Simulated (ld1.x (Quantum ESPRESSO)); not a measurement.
# What one change does to a pseudopotential (gold, TM)

* Element: Au (Z = 79)
* Generator: ld1.x (Quantum ESPRESSO) 7.5
* Type: norm-conserving Troullier–Martins (Kleinman–Bylander form)
* Functional: PBE
* Relativity: scalar-relativistic
* Frozen core: [Xe] 4f14
* Valence charge: 11
* Reference configuration: 5d10 6s0 6p0 (charge +1)
* Partial waves: 6s (bound, empty): rc 2.25 bohr; 6p (bound, empty): rc 2.65 bohr; 5d (bound): rc 2.05 bohr
* Local potential: all-electron potential smoothed inside 1.55 bohr (lloc = -2)
* Core correction: none

Change: type PAW; waves now 6s (bound): rcut 1.95, rcutus 2.25 bohr; 6s channel at 2.95 Ry: rcut 1.95, rcutus 2.25 bohr; 6p (bound): rcut 2.30, rcutus 2.65 bohr; 6p channel at 0.65 Ry: rcut 2.30, rcutus 2.65 bohr; 5d (bound): rcut 1.80, rcutus 2.05 bohr; 5d channel at -0.7 Ry: rcut 1.80, rcutus 2.05 bohr; local potential all-electron potential smoothed inside 2.40 bohr (lloc = -1); core correction a·sin(br)/r model core, default radius (ld1.x builds one for every PAW set, though the input has nlcc=.false.); augmentation BESSEL, radius 1.30 bohr.

Cutoffs: the cutoffs (Ry, on a coarse ladder) from which the occupation-weighted sum of valence levels, in a spherical-Bessel basis at the reference potential, stays within 10 and 1 mRy of its value at 400 Ry; they do not see the model core or the augmentation charge, which bear on the density cutoff. Errors are all-electron minus pseudo energies relative to the spin-unpolarised reference configuration.

Question: Predict the effect on cutoff, ghosts and configuration errors.

Answer: The potential gets softer (45 Ry and 60 Ry → 30 Ry and 45 Ry); the bound ghost in s disappears; of the 7 tests that both files solve, the error grows in 2 and shrinks in 3 by more than 15 % and 0.3 meV (median size 46.3 → 10.8 meV); the range in which the p phases agree widens (upper end 0.0 → 3.2). Several settings change at once here, so the effects cannot be laid on one of them.

```csv
quantity,base,changed
"cutoff, loose",45 Ry,30 Ry
"cutoff, tight",60 Ry,45 Ry
bound ghosts,s,none
"error for 5d10 6s1 6p0, meV [ΔE -9.41 eV]",+8.8,+9.5
"error for 5d9 6s0 6p0, meV [ΔE 21.21 eV]",-15,-56
"error for 5d8 6s0 6p0, meV [ΔE 55.09 eV]",-92,-292
"error for 5d10 6s0.5 6p0, meV [ΔE -5.64 eV]",+4.1,+3.8
"error for 5d9 6s1 6p0, meV [ΔE 2.72 eV]",-46,-23
"error for 5d9 6s1 6p1, meV [ΔE -1.91 eV]",-61,-11
"error for 5d9 6s2 6p0, meV [ΔE -7.72 eV]",-55,-1.6
s: phases at 2.89 bohr within 0.05 rad from the reference energy up to (Ry; the scan ends near 5),n/a,to the end of the scan
p: phases at 2.89 bohr within 0.05 rad from the reference energy up to (Ry; the scan ends near 5),0.0,3.2
d: phases at 2.89 bohr within 0.05 rad from the reference energy up to (Ry; the scan ends near 5),to the end of the scan,to the end of the scan
```

Base: These tests converged, but a pseudo level misses the all-electron one widely, so the file describes the atom poorly there or has found another state: 5d8 6s0 6p0: empty 6s by 3.8 eV (a node warning on the way). A true bound ghost makes a file unfit for plane-wave use even where its test errors are small: the radial tests pick states by their node count and pass the ghost by.
